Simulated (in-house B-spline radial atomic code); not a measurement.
Checks on a self-consistent run for the lead ion Pb³⁺, [Kr] (4d3/2)3 (4d5/2)6 4f14 5s2 5p6 5d10 6s2. Computed with a radial B-spline atomic code at the basis-set limit: Dirac-Hartree-Fock, average of the jj configuration, Fermi nucleus of rms radius 5.5012 fm.

```csv
orbital,q,ε (Eh),<1/r>,<r²>,small-component weight
1s1/2,2,-3258.02991,101.241,0.000357428,0.097815
2s1/2,2,-590.00512,25.0523,0.0053606,0.022588
2p1/2,2,-565.59086,24.9625,0.00378393,0.022638
2p3/2,4,-485.03540,19.9559,0.00496189,0.019926
3s1/2,2,-145.74550,9.20247,0.0346402,0.0076225
3p1/2,2,-134.79379,9.09966,0.0315571,0.0075525
3p3/2,4,-116.58424,7.79617,0.03784,0.0067762
3d3/2,4,-98.77528,7.66959,0.0290332,0.006621
3d5/2,6,-94.98965,7.38626,0.0306531,0.0064233
4s1/2,2,-35.76826,3.90074,0.165514,0.0026123
4p1/2,2,-30.86036,3.78907,0.16813,0.0025154
4p3/2,4,-26.46868,3.35964,0.197364,0.0022446
4d3/2,3,-18.68977,3.1526,0.207751,0.0020308
4d5/2,6,-17.85268,3.06261,0.214632,0.0019656
4f5/2,6,-7.60920,2.72924,0.233016,0.0016049
4f7/2,8,-7.52285,2.69276,0.238092,0.0015751
5s1/2,2,-7.57856,1.61272,0.811708,0.00068989
5p1/2,2,-5.83197,1.49428,0.928357,0.0006079
5p3/2,4,-4.95466,1.34206,1.10107,0.00052426
5d3/2,4,-2.39586,1.10481,1.64149,0.00037789
5d5/2,6,-2.29331,1.05422,1.74369,0.00034039
6s1/2,2,-1.56098,0.619303,4.8341,0.00012888
```

Electron-electron repulsion V_ee = 7554.7997 hartree.

**Question.** What total energy follows from the eigenvalues?

**Answer.** The eigenvalues count the repulsion twice, so E = Σqε - V_ee = -13341.108 - 7554.800 = -20895.908 hartree; the run printed -20895.908.

**Question.** Does the Dirac virial theorem hold?

**Answer.** For a point nucleus E = -2c²Σq·w, with w the small-component weight. Here Σq·w = 0.55612 and c = 137.0360, so the ratio E/(-2c²Σq·w) is 1.000448; the finite nucleus accounts for the departure from 1.

**Question.** What diamagnetic shielding (Lamb formula) and susceptibility (Langevin formula) do the radii give?

**Answer.** σ = (α²/3)Σq<1/r> = 643.254/(3·137.036²) = 11418 ppm, and χ = -0.79199×10⁻⁶·Σq<r²> = -33.16×10⁻⁶ cm³/mol with Σq<r²> = 41.874 bohr². Both are non-relativistic formulas without the paramagnetism of open shells; for so heavy an element the full relativistic shielding is larger by tens of per cent.
